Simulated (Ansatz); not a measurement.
`C=C[SiH](S)Cl` + CH₄ → `C=C[SiH](C)S` + HCl  (formal exchange of groups at the Si–Cl bond)

Isolated molecules relaxed with PBE0-D4/def2-TZVP in Ansatz; ΔE leaves out vibrations. CBS: MP2 limit from def2 TZ/QZ plus the TZ coupled-cluster correction, frozen cores. This one scheme is used for every species. Functionals use def2-TZVPP. B3LYP here is the variant with VWN-RPA as its local correlation; programs differ in this. One conformer a species, not always the lowest.

```json
{"level": "B97M-V", "ΔE (kcal/mol)": "26.2"}
{"level": "BHLYP-D4", "ΔE (kcal/mol)": "26.1"}
{"level": "revPBE", "ΔE (kcal/mol)": "24.6"}
{"level": "B3LYP", "ΔE (kcal/mol)": "25.3"}
{"level": "r2SCANh", "ΔE (kcal/mol)": "25.6"}
{"level": "LC-ωPBE", "ΔE (kcal/mol)": "24.2"}
{"level": "CCSD/def2-SVP", "ΔE (kcal/mol)": "24.6"}
{"level": "CCSD(T)/def2-SVP", "ΔE (kcal/mol)": "24.5"}
```

Q: What does CCSD(T)/CBS give? (Best estimate.)

A: The calculation gave: +24.8 kcal/mol. The listed levels differ from it by 1.4, 1.3, -0.2, 0.5, 0.8, -0.6, -0.2, -0.3 kcal/mol.

Q: What do rigid-rotor, harmonic-oscillator terms from PBE0-D4/def2-TZVP frequencies (298.15 K, 1 bar) make of the CCSD(T)/CBS value? (An estimate is asked.)

A: The calculation gave: ΔZPE = -2.0 kcal/mol, ΔH = +23.0 kcal/mol, ΔS = 10 J/(mol·K), ΔG = +22.3 kcal/mol.

Largest T1 diagnostic among the species: 0.011.

Leaving LDA and LC-ωPBE aside and taking each functional with its dispersion term where it has one, the values, not all of them listed here, spread over 1.5 kcal/mol, from revPBE-D4 to B97M-V. LDA lies −0.8 kcal/mol from PBE without D4. In def2-TZVPP, CCSD(T) changes the Hartree–Fock value by −2.2 kcal/mol (the triples alone add +0.1 kcal/mol) and MP2 by −0.9 kcal/mol.

CCSD(T)/CBS has its own doubt, a few kJ/mol and more with outer-core shells, so smaller differences from it don't rank the levels.
